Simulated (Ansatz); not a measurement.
Steps of a relaxation of CH3AgS, SMILES `C[S][Ag]` with RKS PBE0-D4/def2-TZVP.

```sh
$ ansatz run in.yaml --threads 2 --pin off --events-out ev --progress --plain --max-ram 20480MiB --backend cpu
```

```yaml
crystal:
  periodic: [false, false, false]
  atoms:
    - {symbol: C, position_ang: [-0.384724, 0.386399, -0.294188]}
    - {symbol: S, position_ang: [0.015779, -1.376584, 0.011136]}
    - {symbol: Ag, position_ang: [1.909690, -1.306698, 1.376963]}
    - {symbol: H, position_ang: [-1.287743, 0.381408, -0.939096]}
    - {symbol: H, position_ang: [0.420959, 0.917445, -0.836676]}
    - {symbol: H, position_ang: [-0.631761, 0.934030, 0.635661]}
basis:
  gaussian: {orbitals: def2-TZVP}
hamiltonian: {xc: pbe0, dispersion: d4}
relax: {f_tol: 0.005, max_steps: 150}
```

Positions (Å) and forces (eV/Å) along the path, 5 of 5 steps:

```xyz
6
step=1 energy=-15916.9690 eV
C    -0.385    0.386   -0.294   -0.149    0.210   -0.106
S     0.016   -1.377    0.011    0.101    0.391    0.071
Ag    1.910   -1.307    1.377   -0.169    0.003   -0.122
H    -1.288    0.381   -0.939    0.451    0.015    0.320
H     0.421    0.917   -0.837   -0.386   -0.304    0.292
H    -0.632    0.934    0.636    0.150   -0.315   -0.455
6
step=2 energy=-15916.9887 eV
C    -0.385    0.384   -0.295   -0.024    0.016   -0.016
S     0.015   -1.368    0.011    0.008    0.150    0.005
Ag    1.895   -1.288    1.365   -0.036   -0.004   -0.027
H    -1.278    0.387   -0.933    0.136    0.001    0.096
H     0.419    0.903   -0.825   -0.118   -0.080    0.078
H    -0.622    0.919    0.630    0.035   -0.084   -0.136
6
step=3 energy=-15916.9905 eV
C    -0.385    0.384   -0.294    0.015   -0.040    0.011
S     0.015   -1.363    0.012   -0.010    0.028   -0.007
Ag    1.892   -1.288    1.363    0.003   -0.001    0.002
H    -1.273    0.387   -0.930   -0.010    0.000   -0.007
H     0.415    0.900   -0.823    0.004    0.007   -0.004
H    -0.621    0.916    0.626   -0.003    0.007    0.005
6
step=4 energy=-15916.9905 eV
C    -0.385    0.383   -0.294    0.006   -0.016    0.004
S     0.015   -1.362    0.012   -0.003    0.007   -0.002
Ag    1.892   -1.288    1.363    0.001   -0.001    0.000
H    -1.273    0.386   -0.930   -0.002    0.002   -0.002
H     0.415    0.900   -0.823    0.000    0.004   -0.001
H    -0.622    0.916    0.626   -0.002    0.004    0.000
6
step=5 energy=-15916.9905 eV
C    -0.385    0.383   -0.294    0.000   -0.001    0.000
S     0.015   -1.361    0.012    0.000    0.000    0.000
Ag    1.893   -1.289    1.363    0.000    0.000    0.000
H    -1.273    0.386   -0.930    0.000    0.000    0.000
H     0.415    0.900   -0.823    0.000    0.000    0.000
H    -0.623    0.917    0.626    0.000    0.000    0.000
```

Hardware: 2 threads of an AMD EPYC 7R13 on a shared host. Wall time 16 s, peak host memory 0.28 GiB.
